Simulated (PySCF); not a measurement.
Field gradients at the hydrogen positions

Species: C5H13ClO2Si.
Structure used (GFN2-xTB), in Å, numbered top down from 1:
```
atom  x, y, z in Å
C1     3.521   -0.596    0.808
C2     2.868    0.244   -0.277
O3     1.489    0.355   -0.010
Si4    0.248    0.652   -1.001
Cl5    0.389   -0.516   -2.636
C6    -1.291    0.221    0.040
C7    -1.444   -1.269    0.347
O8    -2.357    0.739   -0.746
C9    -3.580    0.880   -0.068
H10    4.590   -0.666    0.630
H11    3.349   -0.144    1.781
H12    3.095   -1.596    0.808
H13    3.299    1.250   -0.299
H14    3.013   -0.216   -1.260
H15    0.204    2.033   -1.471
H16   -1.259    0.771    0.993
H17   -0.537   -1.631    0.826
H18   -1.602   -1.822   -0.576
H19   -2.282   -1.455    1.016
H20   -4.250    1.403   -0.748
H21   -4.019   -0.089    0.193
H22   -3.454    1.470    0.848
```

Level: PBE0/pcSseg-1 (PySCF, non-relativistic); Q(2H) = 0.00286 b; rigid geometry, the same for H and D, with no vibrational averaging.

Question: Rank these positions by the coupling χzz of a deuteron there, largest first.
A. H19 (methyl hydrogen)
B. H22 (methyl hydrogen)
C. H20 (methyl hydrogen)
D. H15 (Si–H hydrogen)

Answer: A (211 kHz), C (206 kHz), B (195 kHz), D (108 kHz).

Q: What are Vzz, η and χzz (234.96 MHz × Q × Vzz) at all hydrogens?

A: 
```json
{"atom": "H10", "bonded to": "C1", "bond length (Å)": "1.086", "Vzz (au)": "0.3177", "η": "0.03", "χzz (kHz)": "213"}
{"atom": "H11", "bonded to": "C1", "bond length (Å)": "1.087", "Vzz (au)": "0.3152", "η": "0.02", "χzz (kHz)": "212"}
{"atom": "H12", "bonded to": "C1", "bond length (Å)": "1.087", "Vzz (au)": "0.3157", "η": "0.02", "χzz (kHz)": "212"}
{"atom": "H13", "bonded to": "C2", "bond length (Å)": "1.095", "Vzz (au)": "0.2901", "η": "0.07", "χzz (kHz)": "195"}
{"atom": "H14", "bonded to": "C2", "bond length (Å)": "1.095", "Vzz (au)": "0.2862", "η": "0.09", "χzz (kHz)": "192"}
{"atom": "H15", "bonded to": "Si4", "bond length (Å)": "1.459", "Vzz (au)": "0.1609", "η": "0.02", "χzz (kHz)": "108"}
{"atom": "H16", "bonded to": "C6", "bond length (Å)": "1.101", "Vzz (au)": "0.2852", "η": "0.07", "χzz (kHz)": "192"}
{"atom": "H17", "bonded to": "C7", "bond length (Å)": "1.087", "Vzz (au)": "0.3148", "η": "0.02", "χzz (kHz)": "212"}
{"atom": "H18", "bonded to": "C7", "bond length (Å)": "1.088", "Vzz (au)": "0.3117", "η": "0.02", "χzz (kHz)": "209"}
{"atom": "H19", "bonded to": "C7", "bond length (Å)": "1.089", "Vzz (au)": "0.3139", "η": "0.02", "χzz (kHz)": "211"}
{"atom": "H20", "bonded to": "C9", "bond length (Å)": "1.089", "Vzz (au)": "0.3065", "η": "0.06", "χzz (kHz)": "206"}
{"atom": "H21", "bonded to": "C9", "bond length (Å)": "1.095", "Vzz (au)": "0.2934", "η": "0.07", "χzz (kHz)": "197"}
{"atom": "H22", "bonded to": "C9", "bond length (Å)": "1.097", "Vzz (au)": "0.2895", "η": "0.08", "χzz (kHz)": "195"}
```

Q: Average by the element that carries the hydrogen.

A: on C: 204 kHz over 12 positions, mean bond length 1.091 Å; on Si: 108 kHz over 1 position, mean bond length 1.459 Å.

Q: How does χzz go with the bond length over the 12 C–H bonds?

A: A straight-line fit has a slope of -16.8 kHz for each 0.01 Å, with a correlation coefficient of -0.97, over lengths from 1.086 to 1.101 Å. The longer bonds have the smaller couplings here.

Isolated species at its GFN2-xTB geometry (one conformer only). GFN2-xTB bond lengths can be off by several hundredths of an ångström, more for odd bonds, and the gradients follow them. With a basis this small, the couplings can be 20 % off.
